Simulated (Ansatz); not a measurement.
`N[SiH](F)[SiH2]O` + BH₃ → `B[SiH2][SiH](N)F` + H₂O  (formal exchange of groups at the Si–O bond)

Program: Ansatz. Geometries: PBE0-D4/def2-TZVP. ΔE: electronic, gas phase. CCSD(T)/CBS adds triple-zeta CCSD(T) − MP2 to the extrapolated MP2 energy (def2 sets, frozen cores). This one scheme is used for every species. Functionals use def2-TZVPP. B3LYP here is the variant with VWN-RPA as its local correlation; programs differ in this. One conformer a species, not always the lowest.

```json
{"level": "B3LYP-D4", "ΔE (kJ/mol)": "84.3"}
{"level": "ωB97M-V", "ΔE (kJ/mol)": "86.2"}
```

Q: What does CCSD(T)/CBS give? (Estimate.)

A: Ansatz gave: +80.9 kJ/mol. The listed levels differ from it by 3.4, 5.3 kJ/mol.

Largest T1 diagnostic among the species: 0.014.

Leaving LDA and LC-ωPBE aside and taking each functional with its dispersion term where it has one, the values, not all of them listed here, spread over 33.8 kJ/mol, from PBE-D4 to BHLYP-D4. LDA lies −4.3 kJ/mol from PBE without D4. The D4 term adds −3.5 kJ/mol with B3LYP and −2.0 kJ/mol with PBE0; it sums over pairs of atoms, weighted by their polarisabilities, and B3LYP, whose exchange is more repulsive, gets the larger term.
